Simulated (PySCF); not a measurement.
## Atomic charges by several schemes

C4H9FN4Si.
Structure used (GFN2-xTB), in Å, numbered top down from 1:
```
atom  x, y, z in Å
C1    -2.147    1.515   -0.118
N2    -1.856    0.162    0.295
Si3   -0.654   -0.857   -0.355
N4    -0.698   -2.289    0.594
N5     0.993   -0.255   -0.087
C6     1.905   -0.583    0.871
N7     2.999    0.114    0.804
C8     2.836    0.968   -0.248
C9     1.609    0.740   -0.785
F10    0.987    1.317   -1.822
H11   -3.220    1.643   -0.283
H12   -1.822    2.243    0.631
H13   -1.627    1.727   -1.049
H14   -2.316   -0.092    1.155
H15   -0.773   -0.941   -1.810
H16    0.050   -2.952    0.481
H17   -1.576   -2.777    0.652
H18    1.708   -1.343    1.598
H19    3.592    1.669   -0.533
```

Density: PBE0/pcSseg-1 (PySCF); schemes: Mulliken, IAO, Hirshfeld and ESP-fitted. Geometry: GFN2-xTB, one conformer, isolated molecule. GFN2-xTB frequencies show an imaginary mode (45i cm⁻¹), so this geometry is no minimum at that level.

Q: Give the atomic charges in each scheme.

A: In e; atoms taken as equivalent share a row and are averaged (×n: the atom named and its like, n in all):

| atom | environment | Mulliken | IAO | Hirshfeld | ESP-fitted |
| --- | --- | --- | --- | --- | --- |
| C1 | N-methyl carbon | -0.091 | -0.297 | -0.066 | -0.186 |
| N2 | silicon-bound nitrogen | -0.695 | -0.691 | -0.247 | -0.511 |
| Si3 | SiH silicon | +1.067 | +1.236 | +0.452 | +0.522 |
| N4 | silicon-bound nitrogen | -0.638 | -0.845 | -0.309 | -1.079 |
| N5 | pyrrole-type nitrogen | -0.722 | -0.403 | -0.123 | +0.104 |
| C6 | aromatic CH next to a ring nitrogen | +0.294 | +0.031 | +0.030 | +0.084 |
| N7 | pyridine-type nitrogen | -0.403 | -0.320 | -0.210 | -0.543 |
| C8 | aromatic CH next to a ring nitrogen | -0.015 | -0.152 | -0.067 | +0.098 |
| C9 | aromatic C–F carbon | +0.448 | +0.303 | +0.098 | -0.050 |
| F10 | aryl fluorine | -0.274 | -0.257 | -0.071 | -0.121 |
| H11/H12/H13 | methyl hydrogen | +0.115 | +0.141 | +0.042 | +0.101 |
| H14 | N–H hydrogen | +0.197 | +0.264 | +0.119 | +0.336 |
| H15 | Si–H hydrogen | -0.107 | -0.168 | -0.087 | -0.066 |
| H16/H17 | N–H hydrogen | +0.198 | +0.270 | +0.123 | +0.420 |
| H18 | aromatic hydrogen | +0.099 | +0.164 | +0.055 | +0.146 |
| H19 | aromatic hydrogen | +0.099 | +0.169 | +0.055 | +0.126 |

Mean size of the charges over all atoms: IAO 0.330 e, Mulliken 0.310 e, ESP-fitted 0.269 e, Hirshfeld 0.124 e. Each set sums to the total charge, 0, to within 0.001 e. The IAO scheme projects the occupied orbitals on a minimal set of polarised atomic orbitals and counts the electrons in each atom's part of it. The Mulliken scheme gives each basis function's population to the atom it is centred on and halves the overlap population of two atoms between them.

Some averages cover members that differ in this geometry: H11/H12/H13, ESP-fitted +0.083 to +0.124; H16/H17, ESP-fitted +0.404 to +0.436 e.

Lowest charge. The schemes don't all agree: Mulliken N5 (-0.722); IAO N4 (-0.845); Hirshfeld N4 (-0.309); ESP-fitted N4 (-1.079).

Highest charge. All schemes agree: Mulliken Si3 (+1.067); IAO Si3 (+1.236); Hirshfeld Si3 (+0.452); ESP-fitted Si3 (+0.522).

Q: Sum the charges by element, for elements with more than one atom.

A: 
```json
{"element": "C", "atoms": "4", "Mulliken": "+0.635", "IAO": "-0.114", "Hirshfeld": "-0.005", "ESP-fitted": "-0.055"}
{"element": "N", "atoms": "4", "Mulliken": "-2.458", "IAO": "-2.259", "Hirshfeld": "-0.888", "ESP-fitted": "-2.030"}
{"element": "H", "atoms": "9", "Mulliken": "+1.030", "IAO": "+1.394", "Hirshfeld": "+0.512", "ESP-fitted": "+1.684"}
```

Q: How many electrons does the Mulliken scheme count on N7?

A: Z − q = 7 − (-0.403) = 7.403.
